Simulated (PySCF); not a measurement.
GaN⁺ at UHF-CCSD(T)

Computed with UHF-CCSD(T); basis Ga 6-31G(d,p), N 6-31G(d,p); no relativity; PySCF 2.14.

| Property | Result |
| --- | --- |
| state | ⁴Σ⁻ (quartet), unpaired electrons σ ↑, π ↑↑ |
| bond length | 2.952 Å |
| harmonic wavenumber | 86.8 cm⁻¹ |
| force constant | 0.0516 mdyn/Å |
| rotational constant Be | 0.1662 cm⁻¹ |
| anharmonicity ωexe | 2.96 cm⁻¹ |
| vibration–rotation constant αe | 0.00580 cm⁻¹ |
| well depth De to Ga⁺ + N | 0.10 eV |
| dissociation energy D0 | 0.09 eV |

Correlated steps freeze 10 core orbitals. The bond is weak. Basis-set superposition, not corrected here, can be much of De in a small basis, most of all at correlated wavefunction levels. Spin–orbit coupling is left out. For an ion De counts to the pair picked by the measured ionisation energies or electron affinities, which need not be the lowest pair at this level. The state was picked by a PBE0 search and need not be the measured ground state.
